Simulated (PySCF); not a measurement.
# CH9BClNOSi2

CH9BClNOSi2 is a molecule drawn to mimic a surface site (built as: Si site whose three back bonds go to NH2, OCH3, BHSiH3; end group Cl), neutral, singlet. The structure, one conformer, was relaxed in the gas phase by PBE0-D3(BJ)/def2-SVP. No frequency run checks that it is a minimum.

SMILES: CO[Si](N)(Cl)B[SiH3]

```tsv
atom	x (Å)	y (Å)	z (Å)
Si1	-0.454	0.059	0.540
N2	-0.288	-0.494	2.121
O3	-2.043	0.426	0.368
C4	-2.686	0.739	-0.846
B5	0.954	0.221	-0.772
Si6	2.820	-0.230	-0.183
Cl7	-0.040	-1.562	-1.153
H8	0.614	-0.746	2.505
H9	-1.077	-0.792	2.683
H10	-2.275	1.657	-1.298
H11	-3.753	0.899	-0.637
H12	-2.583	-0.083	-1.573
H13	0.780	0.952	-1.717
H14	3.612	-0.936	-1.239
H15	3.578	1.004	0.211
H16	2.822	-1.127	1.026
```

Shieldings: GIAO PBE0/pcSseg-1. Shifts are against computed references at the same level: C TMS (σ 184.4 ppm), H TMS (σ 31.27 ppm), Si TMS (σ 352.0 ppm). Core levels by delta-SCF with SCAN, pcX-2 on the ionised atom and pcseg-1 elsewhere, spin-free X2C (2p3/2 is the spin-free 2p value less a third of a first-order spin-orbit splitting); from the vacuum level, for chosen atoms.

**Question.** Give the shieldings and core levels atom by atom.

**Answer.** 
```tsv
atoms	bonded to	σ (ppm)	δ (ppm)	core level (eV)
Si1	1 B + 1 Cl + 1 N + 1 O	315.5	36.5	2p3/2 107.89
N2	1 Si + 2 H	228.4	-	1s 405.42
O3	1 C + 1 Si	299.5	-	1s 538.59
C4	1 O + 3 H	131.3	53.1	-
B5	2 Si + 1 H	119.3	-	1s 194.88
Si6	1 B + 3 H	444.8	-92.8	-
Cl7	1 Si	1026.6	-	2p3/2 205.26
H8	1 N	29.39	1.88	-
H9	1 N	29.42	1.85	-
H10 H11 H12	1 C	27.42	3.85	-
H13	1 B	27.64	3.63	-
H14 H15 H16	1 Si	27.75	3.52	-
```

Values are those of this one static structure, with the three H of a rotating XH3 group averaged; atoms that internal rotation interchanges would show their mean in an NMR spectrum.

The core-hole state of B5 is spin-contaminated (⟨S²⟩ 0.79 against 0.75 for a pure doublet), so that value and differences from it are less sure.

**Question.** By CAM-B3LYP/def2-SVPD (TDDFT singlets, Tamm-Dancoff triplets, ionisation by delta-SCF), where does absorption start, and what does vertical ionisation take?

**Answer.** The lowest singlet lies at 5.67 eV (f 0.027), the strongest of the first 6 at 6.96 eV (f 0.108), the lowest triplet at 4.97 eV; vertical ionisation takes 9.35 eV.
